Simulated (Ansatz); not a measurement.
Input for Ansatz (a first-principles code): R-CCSD(T)/aug-cc-pV(D+d)Z on CH8OSi (a complex), monomers drawn apart or pushed together. Files ending in .json are basis or fitting sets from the Basis Set Exchange.

Ansatz 0.2 input:
```yaml
crystal:
  periodic: [false, false, false]
  atoms:
    - {symbol: Si, position_ang: [0.07789432, 0.11017573, 0.28409625]}
    - {symbol: H, position_ang: [-1.12810851, -0.52551702, 0.86186070]}
    - {symbol: H, position_ang: [0.30971708, 1.43223084, 0.90175857]}
    - {symbol: H, position_ang: [-0.16681850, 0.30886611, -1.16749327]}
    - {symbol: H, position_ang: [1.25435851, -0.76945553, 0.44246395]}
    - {symbol: C, position_ang: [-0.50429799, 0.51237803, 5.14667655]}
    - {symbol: O, position_ang: [0.46723645, -0.29454527, 4.49158897]}
    - {symbol: H, position_ang: [-1.50314466, 0.37855892, 4.71860659]}
    - {symbol: H, position_ang: [-0.20201353, 1.54771011, 4.99959142]}
    - {symbol: H, position_ang: [-0.54414894, 0.30967205, 6.22151385]}
    - {symbol: H, position_ang: [0.22965137, -1.22045152, 4.60445123]}
basis:
  gaussian:
    orbitals: aug-cc-pV_D+d_Z.json
magnetization: {spin_polarized: false}
correlation: {method: ccsd_t, electrons: outside_noble_gas}
scf: {lower_state_search: off}
```

The head of its log:

```
WARN ansatz: RAYON_NUM_THREADS=1 ignored (pool sized by the plan → 1); use --threads N
Functional definition: HF
these checks for a lower state are left out or cut short: stability, starts, cluster_reference, orbital_swaps, neighbouring_geometries, increment
integrals: 0.42 GiB planned
1471 factors; integrals over basis functions are off by at most 8.9e-4 eV
mean field: 0.45 GiB planned
mean field evaluation 1: about -11053.6505 eV, gradient 3.2e1 eV
mean field evaluation 2: about -11053.7433 eV, gradient 3.2e1 eV
mean field evaluation 4: about -11056.2787 eV, gradient 3.4e0 eV
mean field evaluation 8: about -11056.3237 eV, gradient 1.7e-1 eV
mean field -11056.32390343 eV, -406.3124092055 hartree, gradient 1.9e-6 eV, S^2 0.000000; 0 other end points of the search recorded, 0 dependent functions left out
7 core orbitals not correlated
reference -11056.32390343 eV, -406.3124092055 hartree; 11, 11 occupied and 132, 132 virtual orbitals, 1471 factors
```

Task: Predict the final total energy.

Result: -406.8637 hartree (reference determinant -406.3124, T1 diagnostic 0.011).
